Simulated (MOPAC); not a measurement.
Input file for MOPAC: PM6 on CoCl, 2S+1 = 3, a spin state set in the input, which need not be the lowest, a point of a bond scan (R = 2.047 Å).

```
PM6 1SCF PRECISE CHARGE=0 UHF MS=1 THREADS=1
ClCo

Co     0.00000000 1     0.00000000 1     0.00000000 1
Cl     0.00000000 1     0.00000000 1     2.04718900 1
```

It printed:

```
*******************************************************************************
 **                                                                           **
 **                              MOPAC v23.2.5                                **
 **                                                                           **
 *******************************************************************************
 ** MOPAC's Digital Object Identifier: https://doi.org/10.5281/zenodo.6511958 **
 **                                                                           **
 ** Please cite the open-source release paper for use of this MOPAC version:  **
 ** J. E. Moussa and J. J. P. Stewart (2026)                                  **
 ** MOPAC: An open-source semiempirical molecular orbital program             **
 ** J. Open Source Softw., 11(119), 8025, https://doi.org/10.21105/joss.08025 **
 *******************************************************************************

                              PM6 CALCULATION RESULTS

 *******************************************************************************
 *  PM6        - The PM6 Hamiltonian to be used
 *  UHF        - UNRESTRICTED HARTREE-FOCK CALCULATION
 *
 *
 *
 *                 CHARGE ON SYSTEM = 0
 *
 *
 *
 *  MS=        - IN MECI, MAGNETIC COMPONENT OF SPIN =  1.0
 *  PRECISE    - TIGHTER CRITERIA TO BE USED
 *  1SCF       - DO 1 SCF AND THEN STOP
 *  THREADS=1  - MULTI-THREADING NOT USED
 *  T=         - A TIME OF 172800.0 SECONDS REQUESTED
 *  DUMP=N     - RESTART FILE WRITTEN EVERY 7200.0 SECONDS REQUESTED
 *******************************************************************************
PM6 1SCF PRECISE CHARGE=0 UHF MS=1 THREADS=1
 ClCo

   ATOM   CHEMICAL          X               Y               Z
  NUMBER   SYMBOL      (ANGSTROMS)     (ANGSTROMS)     (ANGSTROMS)

     1      Co          0.00000000  *   0.00000000  *   0.00000000  *
     2      Cl          0.00000000  *   0.00000000  *   2.04718900  *



          CARTESIAN COORDINATES

    NO.       ATOM           X           Y           Z

     1        Co          0.0000      0.0000      0.0000
     2        Cl          0.0000      0.0000      2.0472

 General Reference for PM6:
 "Optimization of Parameters for Semiempirical Methods V: Modification of NDDO Approximations
 and Application to 70 Elements", J. J. P. Stewart, J. Mol. Mod., 13, 1173-1213 (2007)
 URL: https://link.springer.com/article/10.1007/s00894-007-0233-4

           Empirical Formula: Co Cl  =     2 atoms



      MOLECULAR POINT GROUP   :   C*v


          UHF CALCULATION, NO. OF ALPHA ELECTRONS =    9
                           NO. OF BETA  ELECTRONS =    7

 -------------------------------------------------------------------------------
 PM6 1SCF PRECISE CHARGE=0 UHF MS=1 THREADS=1
 ClCo



     1SCF WAS SPECIFIED, SO BFGS WAS NOT USED
     SCF FIELD WAS ACHIEVED


                              PM6 CALCULATION
                                                       MOPAC v23.2.5 Linux




          FINAL HEAT OF FORMATION =         44.10472 KCAL/MOL =     184.53416 KJ/MOL


          COSMO AREA              =         91.61 SQUARE ANGSTROMS
          COSMO VOLUME            =         77.95 CUBIC ANGSTROMS

          IONIZATION POTENTIAL    =          9.543453 EV
          ALPHA SOMO LUMO (EV)    =         -9.822 -6.462
          BETA  SOMO LUMO (EV)    =         -9.543 -7.045
          NO. OF ALPHA ELECTRONS  =          9
          NO. OF BETA  ELECTRONS  =          7
          MOLECULAR WEIGHT        =         94.3862         POINT GROUP:  C*v

          MOLECULAR DIMENSIONS (Angstroms)

            Atom       Atom       Distance
           Cl     2   Co     1     2.04719
           Cl     2   Co     1     0.00000
           Co     1   Cl     2     0.00000


          SCF CALCULATIONS        =          1





   ATOM   CHEMICAL          X               Y               Z
  NUMBER   SYMBOL      (ANGSTROMS)     (ANGSTROMS)     (ANGSTROMS)

     1      Co          0.00000000  *   0.00000000  *   0.00000000  *
     2      Cl          0.00000000  *   0.00000000  *   2.04718900  *

                             CARTESIAN COORDINATES

   1   Co        0.000000000     0.000000000     0.000000000
   2   Cl        0.000000000     0.000000000     2.047189000


           Empirical Formula: Co Cl  =     2 atoms



      MOLECULAR POINT GROUP   :   C*v


          ALPHA EIGENVALUES
 -29.46318 -15.76855 -14.98695 -14.98695 -10.25020 -10.25020 -10.13468 -10.13468
  -9.82224  -6.46160  36.68999  37.12045  37.12045  81.89382  82.16320  82.16320
  82.96062  82.96062


           BETA EIGENVALUES
 -28.03096 -15.69264 -14.08040 -14.08040  -9.87880  -9.87880  -9.54345  -7.04535
  -7.04535  -6.11038  37.12822  37.43178  37.43178  81.98585  82.34152  82.34152
  83.37089  83.37089


              NET ATOMIC CHARGES AND DIPOLE CONTRIBUTIONS

  ATOM NO.   TYPE          CHARGE      No. of ELECS.   s-Pop       p-Pop       d-Pop
    1         Co          -0.004664        9.0047     1.27439     0.00265     7.72762
    2         Cl           0.004664        6.9953     1.99536     4.99899     0.00098
 DIPOLE           X         Y         Z       TOTAL
 POINT-CHG.     0.000     0.000     0.046     0.046
 HYBRID         0.000     0.000    -0.194     0.194
 SUM            0.000     0.000    -0.149     0.149


          ATOMIC ORBITAL ELECTRON POPULATIONS

     Atom    s        px        py        pz      x^2-y^2     xz        z^2       yz        xy
    1 Co   1.27439   0.00019   0.00019   0.00227   1.99996   1.17316   1.38138   1.17316   1.99996
    2 Cl   1.99536   1.82632   1.82632   1.34634   0.00004   0.00032   0.00024   0.00032   0.00004


                    (SZ)    =    1.000000
                    (S**2)  =    2.098239


          ATOMIC ORBITAL SPIN POPULATIONS

    Atom   Total    s     px     py     pz   x^2-y^2  xz     z^2    yz     xy
         Atomic
    1 Co  1.7048  0.277 -0.000 -0.000 -0.000  0.000  0.827 -0.225  0.827  0.000
    2 Cl  0.2952  0.003  0.173  0.173 -0.055 -0.000  0.000  0.000  0.000 -0.000

 **********************
 *                    *
 * JOB ENDED NORMALLY *
 *                    *
 **********************




 == MOPAC DONE ==
```

The run finished.

Cost: roughly 0.03 core-seconds.
